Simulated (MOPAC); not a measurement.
Input file for MOPAC: PM3 on CH4OSn (SMILES C[O][SnH]), a point of a torsion scan.

```
PM3 1SCF PRECISE CHARGE=0 THREADS=1
CH4OSn

C     -0.87307706 1    -0.24827626 1     0.19077227 1
O     -0.32029201 1     0.73155228 1    -0.64998141 1
Sn     0.09622545 1     1.38004666 1    -2.48810799 1
H     -0.65165236 1    -1.25247445 1    -0.17331674 1
H     -1.95631134 1    -0.12707893 1     0.25082462 1
H     -0.44727578 1    -0.12965964 1     1.19044390 1
H     -0.41400537 1    -0.08646069 1    -3.61213483 1
```

It printed:

```
*******************************************************************************
 **                                                                           **
 **                              MOPAC v23.2.5                                **
 **                                                                           **
 *******************************************************************************
 ** MOPAC's Digital Object Identifier: https://doi.org/10.5281/zenodo.6511958 **
 **                                                                           **
 ** Please cite the open-source release paper for use of this MOPAC version:  **
 ** J. E. Moussa and J. J. P. Stewart (2026)                                  **
 ** MOPAC: An open-source semiempirical molecular orbital program             **
 ** J. Open Source Softw., 11(119), 8025, https://doi.org/10.21105/joss.08025 **
 *******************************************************************************

                              PM3 CALCULATION RESULTS

 *******************************************************************************
 *  PM3        - The PM3 Hamiltonian to be used
 *
 *
 *
 *                 CHARGE ON SYSTEM = 0
 *
 *
 *
 *  PRECISE    - TIGHTER CRITERIA TO BE USED
 *  1SCF       - DO 1 SCF AND THEN STOP
 *  THREADS=1  - MULTI-THREADING NOT USED
 *  T=         - A TIME OF 172800.0 SECONDS REQUESTED
 *  DUMP=N     - RESTART FILE WRITTEN EVERY 7200.0 SECONDS REQUESTED
 *******************************************************************************
PM3 1SCF PRECISE CHARGE=0 THREADS=1
 CH4OSn

   ATOM   CHEMICAL          X               Y               Z
  NUMBER   SYMBOL      (ANGSTROMS)     (ANGSTROMS)     (ANGSTROMS)

     1       C         -0.87307706  *  -0.24827626  *   0.19077227  *
     2       O         -0.32029201  *   0.73155228  *  -0.64998141  *
     3      Sn          0.09622545  *   1.38004666  *  -2.48810799  *
     4       H         -0.65165236  *  -1.25247445  *  -0.17331674  *
     5       H         -1.95631134  *  -0.12707893  *   0.25082462  *
     6       H         -0.44727578  *  -0.12965964  *   1.19044390  *
     7       H         -0.41400537  *  -0.08646069  *  -3.61213483  *



          CARTESIAN COORDINATES

    NO.       ATOM           X           Y           Z

     1         C         -0.8731     -0.2483      0.1908
     2         O         -0.3203      0.7316     -0.6500
     3        Sn          0.0962      1.3800     -2.4881
     4         H         -0.6517     -1.2525     -0.1733
     5         H         -1.9563     -0.1271      0.2508
     6         H         -0.4473     -0.1297      1.1904
     7         H         -0.4140     -0.0865     -3.6121

  H: (PM3): J. J. P. STEWART, J. COMP. CHEM. 10, 209 (1989).
  C: (PM3): J. J. P. STEWART, J. COMP. CHEM. 10, 209 (1989).
  O: (PM3): J. J. P. STEWART, J. COMP. CHEM. 10, 209 (1989).
 Sn: (PM3): J. J. P. STEWART, J. COMP. CHEM. 12, 320-341 (1991).

           Empirical Formula: C H4 O Sn  =     7 atoms



      MOLECULAR POINT GROUP   :   C1


      RHF CALCULATION, NO. OF DOUBLY OCCUPIED LEVELS = 9


 -------------------------------------------------------------------------------
 PM3 1SCF PRECISE CHARGE=0 THREADS=1
 CH4OSn



     1SCF WAS SPECIFIED, SO BFGS WAS NOT USED
     SCF FIELD WAS ACHIEVED


                              PM3 CALCULATION
                                                       MOPAC v23.2.5 Linux




          FINAL HEAT OF FORMATION =         -6.95113 KCAL/MOL =     -29.08351 KJ/MOL


          COSMO AREA              =        116.66 SQUARE ANGSTROMS
          COSMO VOLUME            =        104.50 CUBIC ANGSTROMS

          IONIZATION POTENTIAL    =          9.127102 EV
          HOMO LUMO ENERGIES (EV) =         -9.127 -1.349
          NO. OF FILLED LEVELS    =          9
          MOLECULAR WEIGHT        =        150.7320         POINT GROUP:  C1

          MOLECULAR DIMENSIONS (Angstroms)

            Atom       Atom       Distance
            H     7    H     6     4.80289
           Sn     3    H     4     2.71215
            H     5   Sn     3     1.55811


          SCF CALCULATIONS        =          1





   ATOM   CHEMICAL          X               Y               Z
  NUMBER   SYMBOL      (ANGSTROMS)     (ANGSTROMS)     (ANGSTROMS)

     1       C         -0.87307706  *  -0.24827626  *   0.19077227  *
     2       O         -0.32029201  *   0.73155228  *  -0.64998141  *
     3      Sn          0.09622545  *   1.38004666  *  -2.48810799  *
     4       H         -0.65165236  *  -1.25247445  *  -0.17331674  *
     5       H         -1.95631134  *  -0.12707893  *   0.25082462  *
     6       H         -0.44727578  *  -0.12965964  *   1.19044390  *
     7       H         -0.41400537  *  -0.08646069  *  -3.61213483  *

                             CARTESIAN COORDINATES

   1    C       -0.873077060    -0.248276260     0.190772270
   2    O       -0.320292010     0.731552280    -0.649981410
   3   Sn        0.096225450     1.380046660    -2.488107990
   4    H       -0.651652360    -1.252474450    -0.173316740
   5    H       -1.956311340    -0.127078930     0.250824620
   6    H       -0.447275780    -0.129659640     1.190443900
   7    H       -0.414005370    -0.086460690    -3.612134830


           Empirical Formula: C H4 O Sn  =     7 atoms



      MOLECULAR POINT GROUP   :   C1


                  EIGENVALUES
 -36.15261 -26.11504 -16.46512 -15.09339 -14.96500 -12.67222 -10.58854 -10.37941
  -9.12710  -1.34948   0.49685   1.17844   4.18420   4.74903   4.82478   5.78718


              NET ATOMIC CHARGES AND DIPOLE CONTRIBUTIONS

  ATOM NO.   TYPE          CHARGE      No. of ELECS.   s-Pop       p-Pop
    1          C           0.172021        3.8280     1.11428     2.71370
    2          O          -0.624190        6.6242     1.80513     4.81906
    3         Sn           0.774466        3.2255     1.80702     1.41851
    4          H          -0.010075        1.0101     1.01007
    5          H          -0.001726        1.0017     1.00173
    6          H           0.013264        0.9867     0.98674
    7          H          -0.323761        1.3238     1.32376
 DIPOLE           X         Y         Z       TOTAL
 POINT-CHG.     1.260     2.923    -1.450     3.498
 HYBRID        -1.340    -2.920     0.938     3.346
 SUM           -0.080     0.004    -0.512     0.518


          ATOMIC ORBITAL ELECTRON POPULATIONS

     Atom    s        px        py        pz
    1  C   1.11428   0.93248   0.87488   0.90633
    2  O   1.80513   1.70658   1.55535   1.55714
    3 Sn   1.80702   0.28721   0.71988   0.41142
    4  H   1.01007
    5  H   1.00173
    6  H   0.98674
    7  H   1.32376

 **********************
 *                    *
 * JOB ENDED NORMALLY *
 *                    *
 **********************




 == MOPAC DONE ==
```

The run finished.

Cost: very roughly 0.020 core-seconds.
